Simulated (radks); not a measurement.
Values are calculated unless marked as measured or tabulated.
Q: Coulomb parameter of the 4f shell of the europium ion Eu2+ in the model configuration [Xe] 4f6 6s1, as a second difference U = [E(n + 0.5) + E(n - 0.5) - 2 E(n)] / (0.5)^2 with all orbitals relaxed. "Bare": the charge of the atom changes with n. "Screened": the 6s shell takes up the change at fixed total charge, which measures U(4f,4f) + U(6s,6s) - 2 U(4f,6s). Code: a radial shooting solver on a logarithmic mesh with Libxc functionals. Model: scalar-relativistic Kohn-Sham, PBE, spin-unpolarised, spherical densities, finite nucleus; Fermi nuclear charge, rms radius 5.1115 fm. Estimate both.

A: U(bare) = 17.338 eV, U(screened by 6s) = 7.314 eV, against the Slater integral F0(4f,4f) = 28.759 eV with frozen orbitals.
